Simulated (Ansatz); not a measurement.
One change: `[F][Hf]([F])([F])[SeH]` becomes `[F][Hf]([F])([SeH])[SeH]`.

Ansatz, PBE0-D4/def2-TZVP geometries, multiplicity 1. Each molecule was computed in one conformer, which needn't be the lowest.

Elements past krypton have def2 core potentials. Scalar relativity is left out up to krypton.

| property | `[F][Hf]([F])([F])[SeH]` |
| --- | --- |
| size of the dipole moment (B3LYP/def2-TZVPP) / D | 0.45 |
| LUMO energy (PBE0/def2-TZVPP) / eV | -1.50 |
| HOMO energy (B3LYP/def2-TZVPP) / eV | -7.48 |
| HOMO–LUMO gap (PBE/def2-TZVPP) / eV | 4.21 |
| LUMO energy (B3LYP/def2-TZVPP) / eV | -1.74 |
| LUMO energy (ωB97M-V/def2-TZVPP) / eV | 0.43 |

Question: What does the change do to each property? (Estimate.)

Answer: Ansatz gave: 
```
                                        property  `[F][Hf]([F])([SeH])[SeH]`  shift
size of the dipole moment (B3LYP/def2-TZVPP) / D                        0.59   0.14
              LUMO energy (PBE0/def2-TZVPP) / eV                       -1.91  -0.41
             HOMO energy (B3LYP/def2-TZVPP) / eV                       -7.30   0.18
             HOMO–LUMO gap (PBE/def2-TZVPP) / eV                        3.72  -0.49
             LUMO energy (B3LYP/def2-TZVPP) / eV                       -2.10  -0.36
           LUMO energy (ωB97M-V/def2-TZVPP) / eV                        0.07  -0.36
```

With PBE0 the HOMO rises by 0.18 eV and the LUMO falls by 0.41 eV, so the gap narrows by about 0.59 eV. PBE moves the HOMO by 0.16 eV and ωB97M-V by 0.16 eV. Dipoles are sizes alone; their direction can turn.

B3LYP here is the variant with VWN-RPA as its local correlation; programs differ in this.
